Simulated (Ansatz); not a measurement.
Total energies of C₂H₅FSi, SMILES `F/C=C/[SiH3]`.

```xyz
9

F     1.2640    2.4002    0.3323
C     0.9319    1.1531   -0.0116
C    -0.2064    0.5891    0.3541
Si   -0.6198   -1.1443   -0.1494
H     1.7071    0.6892   -0.6137
H    -0.8890    1.1797    0.9600
H    -0.8181   -2.0083    1.0442
H    -1.8713   -1.1776   -0.9513
H     0.5016   -1.6811   -0.9647
```

Total charge 0; spin multiplicity 1. The structure was optimised at the PBE0-D4/def2-TZVP level. Basis def2-TZVPP, the Gaussian-basis code of Ansatz.

RPA on PBE orbitals: Hartree–Fock energy of these orbitals -467.02252 Eh, correlation -1.15774 Eh (frozen core).

| functional | energy without D4 (Eh) | D4 term (kJ/mol) |
| --- | --- | --- |
| LDA (SPW92) | -466.05738 | – |
| r2SCAN | -468.48789 | -3.5 |
| PBE0 | -468.28831 | -12.3 |
| r2SCANh | -468.47700 | -3.7 |
| HSE06 (plane-wave form) | -468.27287 | -11.4 |
| CAM-B3LYP | -468.54503 | -12.3 |
| LC-ωPBE | -468.40529 | – |
| ωB97X-V | -468.50277 | – |
| ωB97M-V | -468.51576 | – |
| PBE-QIDH | -468.17759 | – |

**Question.** Give the same for PBE, revPBE, BLYP, B97M-V, B3LYP, r2SCAN0, BHLYP, B2PLYP. (An estimate is asked.)

**Answer.** Ansatz gave: 
```
functional  energy without D4 (Eh)  D4 term (kJ/mol)
       PBE              -468.25009             -14.6
    revPBE              -468.48829             -47.7
      BLYP              -468.55743             -32.8
    B97M-V              -468.49744                 –
     B3LYP              -468.63513             -23.6
   r2SCAN0              -468.46171              -4.1
     BHLYP              -468.52064             -17.4
    B2PLYP              -468.35833                 –
```

B3LYP takes the VWN-RPA correlation (the form of Gaussian; ORCA's B3LYP/G). HSE06 is the plane-wave form, built on full-range PBE exchange. The double hybrids freeze the cores in their second-order part.

LC-ωPBE has ω = 0.4 bohr⁻¹.
